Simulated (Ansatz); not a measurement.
Computed with Ansatz on PBE0-D4/def2-TZVP structures; ΔE is electronic, products minus reactants. CCSD(T)/CBS is the MP2 limit (def2-TZVPP, def2-QZVPP) plus CCSD(T) − MP2 in def2-TZVPP, frozen cores. DFT in def2-TZVPP. One conformer a species, not always the lowest.

`N=CC(O)=C[SiH3]` → `C=C1O[SiH2]C1N`  (isomerisation)

Question: Is it downhill or uphill in electronic energy at CCSD(T)/CBS, and by how much? (Best estimate.)

Answer: The calculation gave: Downhill: ΔE = -73.1 kJ/mol.

Question: What do these levels give: LDA (SPW92), PBE0-D4, BHLYP-D4, PBE-QIDH, PBE0, BHLYP, CAM-B3LYP, HF/def2-SVP, MP2/def2-TZVPP, CCSD/def2-TZVPP, CCSD(T)/def2-TZVPP, SCS-MP2/def2-QZVPP? (Best estimate.)

Answer: Ansatz gave: LDA (SPW92) -85.8, PBE0-D4 -78.9, BHLYP-D4 -73.6, PBE-QIDH -86.2, PBE0 -77.6, BHLYP -71.3, CAM-B3LYP -72.5, HF/def2-SVP -50.8, MP2/def2-TZVPP -79.0, CCSD/def2-TZVPP -71.8, CCSD(T)/def2-TZVPP -67.7, SCS-MP2/def2-QZVPP -75.3 kJ/mol.

Largest T1 diagnostic among the species: 0.013.

In def2-TZVPP, CCSD(T) changes the Hartree–Fock value by −3.6 kJ/mol (the triples alone add +4.1 kJ/mol) and MP2 by −14.9 kJ/mol. From r2SCAN to r2SCAN0 (25 % exact exchange), in def2-TZVPP and without D4, ΔE moves by −11.5 kJ/mol. At CCSD(T), def2-SVP lies +28.0 kJ/mol from the extrapolated value and def2-TZVPP +5.4 kJ/mol.
